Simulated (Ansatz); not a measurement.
Pt, triplet (core potentials on Pt); R2SCAN/def2-TZVP in Ansatz (a first-principles code).

The Ansatz input:
Ansatz 0.2 input:
```yaml
crystal:
  periodic: [false, false, false]
  atoms:
    - {symbol: Pt, position_ang: [0.00000000, 0.00000000, 0.00000000]}
basis:
  gaussian:
    orbitals: def2-TZVP
    point_charges:
      - {charge: 1.0, position_ang: [-2.6930, -1.3112, 0.1688]}
hamiltonian:
  xc: r2scan
magnetization: {spin_polarized: true, initial_magnetization: 2}
```

Task: What does Ansatz print? Leave out banner, timings and long lists.

Result: 
```
Functional definition: r2SCAN
381 factors; their error is unknown
mean field evaluation 1: about -3246.2546 eV, gradient 1.8e1 eV
mean field evaluation 2: about -3243.2846 eV, gradient 3.3e1 eV
mean field evaluation 4: about -3247.5232 eV, gradient 1.8e0 eV
mean field evaluation 8: about -3247.5250 eV, gradient 2.2e-2 eV
mean field evaluation 16: about -3247.5251 eV, gradient 1.1e-3 eV
mean field evaluation 32: about -3246.8890 eV, gradient 6.3e0 eV
mean field evaluation 64: about -3247.2078 eV, gradient 6.1e-1 eV
mean field -3247.52505145 eV, -119.3443443891 hartree, gradient 1.2e-5 eV, S^2 2.002424; 6 other end points of the search recorded, 0 dependent functions left out
reference -3247.52506419 eV, -119.3443448576 hartree; 10, 8 occupied and 30, 32 virtual orbitals, 381 factors
Total energy: -3247.52506419 eV, -119.3443448576 hartree
```
